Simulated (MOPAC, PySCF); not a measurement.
[Hf(F)3(H)], neutral singlet in the gas phase. 

Cartesian coordinates (Å):
```xyz
5

Hf    -0.0509    -0.0129     0.0818
F     -1.3658     1.3738     0.0941
F     -0.8093    -1.7616    -0.0557
F      1.2145     0.1434     1.5053
H      0.9171     0.2333    -1.4737
```
Charge 0, spin multiplicity 1.

All levels are single points at this geometry (PBE-D3(BJ)/def2-SVP); Pople sets use spherical d functions. Orbital energies aren't observables, and empty levels follow the basis.

```json
[
 {"level": "B3LYP-D3(BJ)/def2-TZVP in PySCF", "HOMO (eV)": "-9.08", "LUMO (eV)": "-1.68", "gap (eV)": "7.41", "dipole (D)": "0.08", "vertical IE, Delta-SCF (eV)": "–"},
 {"level": "PBE-D3(BJ)/def2-TZVP in PySCF", "HOMO (eV)": "-7.87", "LUMO (eV)": "-2.30", "gap (eV)": "5.57", "dipole (D)": "0.16", "vertical IE, Delta-SCF (eV)": "–"},
 {"level": "TPSSh-D3(BJ)/def2-TZVP in PySCF", "HOMO (eV)": "-8.59", "LUMO (eV)": "-1.76", "gap (eV)": "6.83", "dipole (D)": "0.20", "vertical IE, Delta-SCF (eV)": "–"},
 {"level": "B3LYP/6-311+G** (LANL2DZ on Hf) in PySCF", "HOMO (eV)": "-9.49", "LUMO (eV)": "-2.32", "gap (eV)": "7.17", "dipole (D)": "0.24", "vertical IE, Delta-SCF (eV)": "–"},
 {"level": "B3LYP/6-31G* (LANL2DZ on Hf) in PySCF", "HOMO (eV)": "-9.21", "LUMO (eV)": "-1.82", "gap (eV)": "7.39", "dipole (D)": "0.43", "vertical IE, Delta-SCF (eV)": "12.18"},
 {"level": "B3LYP/LANL2DZ in PySCF", "HOMO (eV)": "-9.58", "LUMO (eV)": "-2.40", "gap (eV)": "7.18", "dipole (D)": "0.13", "vertical IE, Delta-SCF (eV)": "–"},
 {"level": "BP86/6-31G* (LANL2DZ on Hf) in PySCF", "HOMO (eV)": "-8.11", "LUMO (eV)": "-2.54", "gap (eV)": "5.58", "dipole (D)": "0.57", "vertical IE, Delta-SCF (eV)": "–"},
 {"level": "M06-2X/6-31G* (LANL2DZ on Hf) in PySCF", "HOMO (eV)": "-10.72", "LUMO (eV)": "-0.85", "gap (eV)": "9.87", "dipole (D)": "0.25", "vertical IE, Delta-SCF (eV)": "–"},
 {"level": "PBE/6-31G* (LANL2DZ on Hf) in PySCF", "HOMO (eV)": "-8.00", "LUMO (eV)": "-2.41", "gap (eV)": "5.59", "dipole (D)": "0.55", "vertical IE, Delta-SCF (eV)": "11.75"},
 {"level": "SVWN5/6-31G* (LANL2DZ on Hf) in PySCF", "HOMO (eV)": "-8.10", "LUMO (eV)": "-2.69", "gap (eV)": "5.41", "dipole (D)": "0.48", "vertical IE, Delta-SCF (eV)": "11.96"},
 {"level": "HF/6-31G* (LANL2DZ on Hf) in PySCF", "HOMO (eV)": "-12.79", "LUMO (eV)": "1.34", "gap (eV)": "14.12", "dipole (D)": "0.28", "vertical IE, Delta-SCF (eV)": "11.50"},
 {"level": "PM6 in MOPAC", "HOMO (eV)": "-12.04", "LUMO (eV)": "-2.13", "gap (eV)": "9.92", "dipole (D)": "0.70", "vertical IE, Delta-SCF (eV)": "–"},
 {"level": "PM7 in MOPAC", "HOMO (eV)": "-13.93", "LUMO (eV)": "-0.47", "gap (eV)": "13.46", "dipole (D)": "1.68", "vertical IE, Delta-SCF (eV)": "–"}
]
```
